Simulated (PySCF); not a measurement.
`C[Si@@H](C#N)N[SiH3]`. The calculation used PBE0-D3(BJ)/def2-SVP geometry optimisation, gas phase in PySCF 2.14.0.

```
atom  x, y, z in Å
C1     2.2219   -0.4236    0.0859
Si2    0.5922    0.4618   -0.0740
C3     0.6215    1.3300   -1.7370
N4     0.6348    1.8403   -2.7788
N5    -0.7690   -0.5958    0.0217
Si6   -2.3230   -0.2766    0.7625
H7     2.2974   -0.9117    1.0694
H8     2.3234   -1.1951   -0.6934
H9     3.0599    0.2812   -0.0251
H10    0.3971    1.5364    0.9380
H11   -0.7088   -1.4654   -0.5007
H12   -2.8718    1.0426    0.3264
H13   -2.2302   -0.2595    2.2548
H14   -3.2455   -1.3714    0.3426
```

(1) Where is the centre of mass (commonest isotopes), and what is the radius of gyration?

(2) Give the dihedral angles C3–Si2–N5–H11, Si2–N5–Si6–H13, H10–Si2–N5–H11, H7–C1–Si2–N5, H10–Si2–N5–Si6.

(3) What is the repulsion energy of the bare nuclei, Σ ZA·ZB/RAB?

(4) How far apart are these pairs, which share no bond: N5···H8, Si6···H7, Si6···H8, H8···H12, H9···H11, H12···H14?

(5) Write the matrix of distances between heavy atoms (Å, lower triangle).

Results:

(1) Mass 116.023 u; centre at (-0.148, 0.268, -0.305) Å; Rg = √(Σ m r²/M) = 2.126 Å. As Ia + Ib + Ic = 2 Σ m r², the three principal moments sum to 1049.0 u·Å².

(2) C3–Si2–N5–H11 75° (synclinal); Si2–N5–Si6–H13 -72° (synclinal); H10–Si2–N5–H11 -170° (antiperiplanar); H7–C1–Si2–N5 -62° (synclinal); H10–Si2–N5–Si6 17° (synperiplanar). Dihedral signs follow IUPAC: positive where, seen along the central bond, the front bond turns clockwise onto the rear one.

(3) 331.11 Eh over 91 pairs, with full nuclear charges and distances in bohr; the largest single term is 33.23 Eh (Si2 with Si6).

(4) N5···H8 3.230 Å (3 bonds apart); Si6···H7 4.674 Å (4 bonds apart); Si6···H8 4.955 Å (4 bonds apart); H8···H12 5.748 Å (5 bonds apart); H9···H11 4.181 Å (4 bonds apart); H12···H14 2.443 Å (2 bonds apart).

(5) 
```
C1    0.000
Si2   1.862  0.000
C3    2.993  1.876  0.000
N4    3.981  3.036  1.160  0.000
N5    2.997  1.726  2.956  3.968  0.000
Si6   4.597  3.121  4.183  5.076  1.751  0.000
```

Whether it is a minimum is left open (no frequencies). The numbers are those of one conformer.

Hardware: one thread, Arm Neoverse N1 (aarch64) (shared host). Cost: 3.9 min, 0.52 GiB resident at most. This is the geometry optimisation.
